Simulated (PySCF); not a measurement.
BeCl2, SMILES [Cl][Be][Cl].

Geometry optimised at B3LYP-D3(BJ)/def2-TZVP. The isomer is the one that the SMILES or the coordinates give; other isomers of the formula were not compared.

All values below come from PySCF 2.14.0 with B3LYP-D3(BJ)/def2-TZVP.

Frequencies are harmonic and unscaled.

Modes within 1.5 cm⁻¹ of each other (mostly degenerate sets) share a row, with their intensities summed.

| mode | ν (cm⁻¹) | IR (km/mol) | moving atoms (share of kinetic energy) |
|---|---|---|---|
| 1–2 | 239 | 84.3 | Be 89 %, Cl 11 % |
| 3 | 392 | 0.0 | Cl 100 % |
| 4 | 1125 | 448.6 | Be 89 %, Cl 11 % |
